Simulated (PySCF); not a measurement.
These are TPSSh-D3(BJ)/def2-TZVP // r2SCAN-D4/def2-SVP (PySCF) values and carry that method's errors. All species are isolated molecules in the gas phase. One relaxed conformer stands for a flexible species; it need not be the lowest. 

Reference species: [Cd(F)2] (neutral, multiplicity 1).

```yaml
HOMO–LUMO gap: 6.23 eV
charge on the central atom (Mulliken): 1.07 e
coordination_number: 2
LUMO: -2.75 eV
```

Changed species: [Cd(OH)2] (2 of 2 F replaced by OH; the reference has 0 of 2 F replaced by OH).

Problem. Predict the effect on the HOMO–LUMO gap, charge on the central atom (Mulliken), coordination number and LUMO.

Solution. the HOMO–LUMO gap falls by 0.92 eV, to 5.31 eV; the charge on the central atom (Mulliken) decreases by 0.22 e, to 0.85 e; the coordination number is nearly the same; the LUMO rises by 0.93 eV, to -1.82 eV.
